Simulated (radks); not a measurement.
Species: Cs. Configuration: [Xe] 6s1 (the NIST ground configuration).

Method: scalar-relativistic Kohn-Sham, PBE, spin-polarised, spherical densities, point nucleus; open shells are filled with parallel spins first (spin-orbit coupling, left out, can overturn this in heavy ions); computed with a radial shooting solver on a logarithmic mesh with Libxc functionals.

Energy parts (eV):
| part | energy |
|---|---|
| total | -211893.29 |
| kinetic | 223260.73 |
| electron-nucleus | -512776.29 |
| Hartree | 82846.76 |
| exchange-correlation | -5224.49 |

Orbitals (lengths in bohr, moments of r in powers of bohr):
orbital  occ.  eigenvalue (eV)   <1/r>      <r^4>      <r^2>
1s up       1        -35800.11   59.40  2.245e-06  0.0009250
1s down     1        -35800.11   59.40  2.245e-06  0.0009250
2s up       1        -5615.552   13.64  0.0003777    0.01483
2s down     1        -5615.550   13.64  0.0003777    0.01483
2p up       3        -5037.236   13.00  0.0002743    0.01177
2p down     3        -5037.234   13.00  0.0002743    0.01177
3s up       1        -1167.404   4.917    0.01583     0.1022
3s down     1        -1167.401   4.917    0.01583     0.1022
3p up       3        -981.3236   4.668    0.01659     0.1023
3p down     3        -981.3203   4.668    0.01659     0.1023
3d up       5        -708.2819   4.423    0.01417    0.08840
3d down     5        -708.2788   4.423    0.01417    0.08840
4s up       1        -220.2469   2.017     0.4340     0.5447
4s down     1        -220.2400   2.017     0.4339     0.5447
4p up       3        -160.7660   1.854     0.5840     0.6221
4p down     3        -160.7581   1.854     0.5839     0.6221
4d up       5         -74.2054   1.583      1.110     0.8152
4d down     5         -74.1939   1.584      1.109     0.8150
5s up       1         -26.7051  0.7533      17.70      3.425
5s down     1         -26.6624  0.7541      17.54      3.413
5p up       3         -13.5129  0.6207      40.59      5.008
5p down     3         -13.4265  0.6233      39.35      4.951
6s up       1          -2.2676  0.2216       2056      35.90
6p up       0          -0.8678  0.1560       8323      71.41
5d up       0          -0.5190  0.2313       5126      46.98

The highest occupied level is 6s up at -2.268 eV. The density falls to 0.001 e/bohr^3 at r = 4.76 bohr. Spin moment in Bohr magnetons: 1. For comparison, the ionisation energy in NIST's Atomic Spectra Database is 3.894 eV (measured). In exact Kohn-Sham theory the highest level is minus the ionisation energy, but local and semilocal functionals leave it too shallow, through self-interaction and a potential that decays too fast; potentials with the right tail come closer.
